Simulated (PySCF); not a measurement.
Input file for PySCF: R-HF/3-21G on C3H9N (a complex), monomers drawn apart or pushed together.

```python
from pyscf import gto, scf, dft, mp
from pyscf.data.elements import chemcore

mol = gto.M(
    atom='''
    C    -0.64296997    0.26062258    0.06777138
    C     0.54211024   -0.19981771    0.44388338
    H    -0.91349106    0.36676118   -0.97638270
    H    -1.39484833    0.55139523    0.79203356
    H     0.81222434   -0.30576896    1.48926575
    H     1.28679951   -0.48807694   -0.28979604
    C    -0.56119758    0.33052202    5.93804444
    N     0.79244038   -0.22479212    5.95347459
    H    -1.22598238   -0.36286317    5.42079807
    H    -0.55883446    1.26204408    5.37018951
    H    -0.98958499    0.53712038    6.92765146
    H     0.81733111   -1.10037151    6.46192262
    H     1.43564702    0.40594758    6.41637277
    ''',
    basis='3-21g',
    charge=0, spin=0, verbose=3, max_memory=1800)
mf = scf.RHF(mol)
mf.conv_tol = 1e-8
mf.max_cycle = 100
mf.kernel()
if not mf.converged:
    mf = mf.newton().run(mf.mo_coeff, mf.mo_occ)
```

What total energy does the run end on?

-172.2814 hartree.
